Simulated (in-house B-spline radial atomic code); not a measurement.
RPA and G0W0 for the manganese ion Mn²⁺, [Ar] 3d5, highest spin, as one setting changes: the highest l of the empty states. Start: r2SCAN. A dash marks a level of low quasi-particle weight. Computed with a B-spline radial code for spherical atoms: all electrons, scalar-relativistic (spin-free one-electron X2C), finite nucleus, each spin shell either full or empty, empty states to the listed l with an (l + 1/2)⁻⁴ tail; G0W0 by contour deformation at full frequency.

```json
{"highest l of the empty states": "4", "RPA summed (Eh)": "-1.4069", "RPA extrapolated (Eh)": "-1.5618", "G0W0 level (eV)": "-"}
{"highest l of the empty states": "5", "RPA summed (Eh)": "-1.47", "RPA extrapolated (Eh)": "-1.5579", "G0W0 level (eV)": "-"}
{"highest l of the empty states": "6", "RPA summed (Eh)": "?", "RPA extrapolated (Eh)": "?", "G0W0 level (eV)": "?"}
{"highest l of the empty states": "7", "RPA summed (Eh)": "-1.515", "RPA extrapolated (Eh)": "-1.5465", "G0W0 level (eV)": "-"}
{"highest l of the empty states": "8", "RPA summed (Eh)": "-1.5236", "RPA extrapolated (Eh)": "-1.544", "G0W0 level (eV)": "-"}
{"highest l of the empty states": "9", "RPA summed (Eh)": "-1.5287", "RPA extrapolated (Eh)": "-1.5426", "G0W0 level (eV)": "-"}
{"highest l of the empty states": "10", "RPA summed (Eh)": "?", "RPA extrapolated (Eh)": "?", "G0W0 level (eV)": "?"}
{"highest l of the empty states": "11", "RPA summed (Eh)": "-1.5341", "RPA extrapolated (Eh)": "-1.5414", "G0W0 level (eV)": "-"}
```

Question: What belongs in the row for 10?

Answer: RPA summed (Eh): -1.532; RPA extrapolated (Eh): -1.5419; G0W0 level (eV): -.

Question: What belongs in the row for 6?

Answer: RPA summed (Eh): -1.4996; RPA extrapolated (Eh): -1.5505; G0W0 level (eV): -.
